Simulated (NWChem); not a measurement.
All runs are NWChem calculations. System: sulfur hexafluoride (F₆S), charge 0, spin multiplicity 1, at a geometry optimised with B3LYP/def2-SVP. Level: MP2/def2-SVP, 11 core orbitals frozen.

Job file:

```
start mol
memory heap 200 mb stack 900 mb global 1100 mb
geometry units angstroms nocenter noautoz
  F      0.000000     0.000000     1.592965
  S      0.000000     0.000000     0.000000
  F      1.592962     0.000000     0.000000
  F      0.000000     1.592961     0.000000
  F     -1.592962     0.000000     0.000000
  F      0.000000    -1.592961     0.000000
  F      0.000000     0.000000    -1.592965
  symmetry group D2h
end
basis spherical
  * library def2-svp
end
scf
  rhf
  nopen 0
  maxiter 100
  thresh 1e-7
  semidirect memsize 60000000 filesize 0
end
mp2
  freeze core 11
end
task mp2 energy
```

NWChem printed:

```
             Northwest Computational Chemistry Package (NWChem) 7.3.0
             --------------------------------------------------------

                                NWChem Input Module
                                -------------------

 Scaling coordinates for geometry "geometry" by  1.889725989
 (inverse scale =  0.529177249)

 Turning off AUTOSYM since
 SYMMETRY directive was detected!

                             Geometry "geometry" -> ""
                             -------------------------

 Output coordinates in angstroms (scale by  1.889725989 to convert to a.u.)

  No.       Tag          Charge          X              Y              Z
 ---- ---------------- ---------- -------------- -------------- --------------
    1 F                    9.0000     0.00000000     0.00000000     1.59296500
    2 S                   16.0000     0.00000000     0.00000000     0.00000000
    3 F                    9.0000     1.59296200     0.00000000     0.00000000
    4 F                    9.0000     0.00000000     1.59296100     0.00000000
    5 F                    9.0000    -1.59296200     0.00000000     0.00000000
    6 F                    9.0000     0.00000000    -1.59296100     0.00000000
    7 F                    9.0000     0.00000000     0.00000000    -1.59296500

 Effective nuclear repulsion energy (a.u.)     555.7015513523

            Nuclear Dipole moment (a.u.)
            ----------------------------
        X                 Y               Z
 ---------------- ---------------- ----------------
     0.0000000000     0.0000000000     0.0000000000

      Symmetry information
      --------------------

 Group name             D2h
 Group number             26
 Group order               8
 No. of unique centers     4

      Symmetry unique atoms

     1    2    3    4


 Summary of "ao basis" -> "" (spherical)
 ------------------------------------------------------------------------------
       Tag                 Description            Shells   Functions and Types
 ---------------- ------------------------------  ------  ---------------------
 *                          def2-svp                  on all atoms

 Summary of "ao basis" -> "ao basis" (spherical)
 ------------------------------------------------------------------------------
       Tag                 Description            Shells   Functions and Types
 ---------------- ------------------------------  ------  ---------------------
 F                          def2-svp                 6       14   3s2p1d
 S                          def2-svp                 8       18   4s3p1d

                                 NWChem SCF Module
                                 -----------------

  ao basis        = "ao basis"
  functions       =   102
  atoms           =     7
  closed shells   =    35
  open shells     =     0
  charge          =   0.00
  wavefunction    = RHF
  use symmetry    = T
  symmetry adapt  = T

 Summary of "ao basis" -> "ao basis" (spherical)
 ------------------------------------------------------------------------------
       Tag                 Description            Shells   Functions and Types
 ---------------- ------------------------------  ------  ---------------------
 F                          def2-svp                 6       14   3s2p1d
 S                          def2-svp                 8       18   4s3p1d

      Symmetry analysis of basis
      --------------------------

        ag         27
        au          3
        b1g         8
        b1u        16
[...]
    97     -0.265242  7 F  pz                 6     -0.237708  1 F  pz

 Vector   37  Occ=0.000000D+00  E= 3.105803D-01  Symmetry=b1u
              MO Center= -1.4D-15,  7.6D-15,  7.6D-15, r^2= 1.9D+00
   Bfn.  Coefficient  Atom+Function         Bfn.  Coefficient  Atom+Function
  ----- ------------  ---------------      ----- ------------  ---------------
    27      1.332428  2 S  pz                24      0.641455  2 S  pz
     3     -0.605482  1 F  s                 91      0.605482  7 F  s
     9      0.466487  1 F  pz                97      0.466487  7 F  pz
     6     -0.294044  1 F  pz                94     -0.294044  7 F  pz
    21      0.291232  2 S  pz                41     -0.161405  3 F  pz

 Vector   38  Occ=0.000000D+00  E= 3.105829D-01  Symmetry=b3u
              MO Center=  1.2D-15, -2.0D-16,  5.2D-17, r^2= 1.9D+00
   Bfn.  Coefficient  Atom+Function         Bfn.  Coefficient  Atom+Function
  ----- ------------  ---------------      ----- ------------  ---------------
    25      1.332439  2 S  px                22      0.641454  2 S  px
    35     -0.605489  3 F  s                 63      0.605489  5 F  s
    39      0.466489  3 F  px                67      0.466489  5 F  px
    36     -0.294044  3 F  px                64     -0.294044  5 F  px
    19      0.291232  2 S  px                 7     -0.161405  1 F  px

 center of mass
 --------------
 x =   0.00000000 y =   0.00000000 z =   0.00000000

 moments of inertia (a.u.)
 ------------------
         688.630203582547           0.000000000000           0.000000000000
           0.000000000000         688.630635877305           0.000000000000
           0.000000000000           0.000000000000         688.628906696644

  Mulliken analysis of the total density
  --------------------------------------

    Atom       Charge   Shell Charges
 -----------   ------   -------------------------------------------------------
    1 F    9     9.39   1.99  1.13  0.85  3.32  2.09  0.01
    2 S   16    13.64   2.00  1.99  1.15 -0.14  5.94  1.45  0.34  0.92
    3 F    9     9.39   1.99  1.13  0.85  3.32  2.09  0.01
    4 F    9     9.39   1.99  1.13  0.85  3.32  2.09  0.01
    5 F    9     9.39   1.99  1.13  0.85  3.32  2.09  0.01
    6 F    9     9.39   1.99  1.13  0.85  3.32  2.09  0.01
    7 F    9     9.39   1.99  1.13  0.85  3.32  2.09  0.01

       Multipole analysis of the density wrt the origin
       ------------------------------------------------

     L   x y z        total         open         nuclear
     -   - - -        -----         ----         -------
     0   0 0 0     -0.000000      0.000000     70.000000

     1   1 0 0     -0.000000      0.000000      0.000000
     1   0 1 0      0.000000      0.000000      0.000000
     1   0 0 1      0.000000      0.000000      0.000000

     2   2 0 0    -32.624270      0.000000    163.110158
     2   1 1 0      0.000000      0.000000      0.000000
     2   1 0 1     -0.000000      0.000000      0.000000
     2   0 2 0    -32.624255      0.000000    163.109953
     2   0 1 1     -0.000000      0.000000      0.000000
     2   0 0 2    -32.624315      0.000000    163.110772

                   NWChem MP2 Semi-direct Energy/Gradient Module
                   ---------------------------------------------

  Basis functions       =    102
  Molecular orbitals    =    102
  Frozen core           =     11
  Frozen virtuals       =      0
  Active alpha occupied =     24
  Active beta occupied  =     24
  Active alpha virtual  =     67
  Active beta virtual   =     67
  Use MO symmetry       = T
  Use skeleton AO sym   = T

  AO/Fock/Back tols     =   1.0D-09  1.0D-09  1.0D-09

 GA uses MA = F    GA memory limited = T

 Available:
  local mem=  1.26D+08
 global mem=  1.44D+08
 local disk=  0.00D+00
  mp2_memr nvloc                    67
  nvloc new                    67
   1 passes of  24:        3145728                      62228                  28327029.
   1 passes of  24: M    126143755           G      144158392           F     122998027.

 Semi-direct pass number   1 of   1  for RHF alpha+beta  at        1.2s
  vrange nnbf                  5178
  mp2_eaftype                   108  avail_ma_in_mb                  1099
 EAF : mp2_eaftype filesize         108   14163514.
  mp2_eaf for mointskh                    108
Node 0 wrote     66.6 Mb in      0.1 s     Agg I/O rate:  1331.9 Mb/s
 Done moints_semi at        5.3s
  mp2_eaftype                   108  avail_ma_in_mb                   991
 EAF : mp2_eaftype filesize         108   14163514.
  mp2_eaf for kh                   108
 Done maket at        5.5s
 Done multipass loop at        5.5s

          -------------------------------------------
          SCF energy                -993.366486361215
          Correlation energy          -1.293856726694
          Singlet pairs               -0.749239350864
          Triplet pairs               -0.544617375830
          Total MP2 energy          -994.660343087910
          -------------------------------------------

          ---------------------------------------------------
                    Spin Component Scaled (SCS) MP2
          Same spin pairs                     -0.363078250553
          Same spin scaling factor             0.333333333333
          Opposite spin pairs                 -0.930778476141
          Opposite spin scaling fact.          1.200000000000
          SCS-MP2 correlation energy          -1.237960254887
          Total SCS-MP2 energy              -994.604446616102
          ---------------------------------------------------

 -----------------------
 Performance information
 -----------------------

 Timer overhead =  2.02D-07 seconds/call

               Nr. of calls         CPU time (s)                 Wall time (s)                GFlops
             ---------------    -------------------     ------------------------------   -------------------
Name         Min   Avg   Max    Min     Avg     Max     Min     Avg     Max   Mx/calls   Min     Max     Sum
mp2: moin     1     1     1    4.0     4.0     4.0      4.0     4.0     4.0     4.0      0.0     0.0     0.0
mp2: make     1     1     1   0.26    0.26    0.26     0.26    0.26    0.26    0.26      0.0     0.0     0.0
mp2: tota     1     1     1    4.3     4.3     4.3      4.3     4.3     4.3     4.3      0.0     0.0     0.0

 The average no. of pstat calls per process was 3.00D+00
 with a timing overhead of 6.06D-07s

 Task  times  cpu:        5.5s     wall:        5.5s

 Total times  cpu:        5.5s     wall:        5.5s
```
